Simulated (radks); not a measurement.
Results of a calculation; reference values are marked as such.
The iridium ion Ir17+, 60 electrons, occupied as [Kr] 4d10 4f12 5s2 (the NIST ground configuration).

Level of theory: non-relativistic Kohn-Sham, TPSS, spin-polarised, spherical densities, point nucleus; open shells are filled with parallel spins first (spin-orbit coupling, left out, can overturn this in heavy ions); meta-GGA in the generalised Kohn-Sham scheme; relativity is left out, which matters for an element this heavy (a radial shooting solver on a logarithmic mesh with Libxc functionals).

Energy parts (eV):
part                       energy
total                  -454582.12
kinetic                 454486.74
electron-nucleus      -1058759.00
Hartree                 158201.29
exchange-correlation     -8511.15

Orbitals (lengths in bohr, moments of r in powers of bohr; r(max) is where P^2 peaks):
| orbital | occ. | eigenvalue (eV) | r(max) | <r^4> | <1/r> |
|---|---|---|---|---|---|
| 1s down | 1 | -69709.08 | 0.01305 | 6.724e-07 | 76.47 |
| 1s up | 1 | -69709.08 | 0.01305 | 6.724e-07 | 76.47 |
| 2s up | 1 | -11893.01 | 0.07096 | 0.0001088 | 17.97 |
| 2s down | 1 | -11892.97 | 0.07096 | 0.0001088 | 17.97 |
| 2p up | 3 | -11433.27 | 0.05508 | 0.00006833 | 18.00 |
| 2p down | 3 | -11433.25 | 0.05508 | 0.00006832 | 18.00 |
| 3s up | 1 | -3058.637 | 0.1942 | 0.003723 | 6.950 |
| 3s down | 1 | -3056.863 | 0.1942 | 0.003719 | 6.953 |
| 3p up | 3 | -2843.765 | 0.1828 | 0.003307 | 6.899 |
| 3p down | 3 | -2842.139 | 0.1828 | 0.003302 | 6.903 |
| 3d up | 5 | -2444.609 | 0.1440 | 0.002221 | 6.825 |
| 3d down | 5 | -2443.404 | 0.1440 | 0.002216 | 6.828 |
| 4s up | 1 | -932.0518 | 0.4328 | 0.08008 | 3.055 |
| 4s down | 1 | -929.5187 | 0.4328 | 0.08025 | 3.053 |
| 4p up | 3 | -839.7849 | 0.4322 | 0.08587 | 2.970 |
| 4p down | 3 | -837.2331 | 0.4323 | 0.08611 | 2.968 |
| 4d up | 5 | -671.1239 | 0.4249 | 0.09900 | 2.800 |
| 4d down | 5 | -668.5128 | 0.4250 | 0.09947 | 2.796 |
| 4f up | 7 | -446.6025 | 0.3790 | 0.1328 | 2.503 |
| 4f down | 5 | -443.8183 | 0.3796 | 0.1346 | 2.499 |
| 5s up | 1 | -399.0864 | 0.8987 | 1.242 | 1.457 |
| 5s down | 1 | -398.0615 | 0.9001 | 1.251 | 1.453 |
| 5p up | 0 | -364.0342 | 0.9308 | 1.469 | 1.392 |
| 5p down | 0 | -363.0907 | 0.9325 | 1.481 | 1.388 |
| 6s up | 0 | -226.1101 | 1.618 | 10.14 | 0.8600 |
| 6s down | 0 | -225.7526 | 1.620 | 10.20 | 0.8587 |

The highest occupied level is 5s down at -398.06 eV. Spin moment in Bohr magnetons: 2. The density falls to 0.001 e/bohr^3 at r = 1.85 bohr. The electron density at the nucleus is 3.276e+05 e/bohr^3.
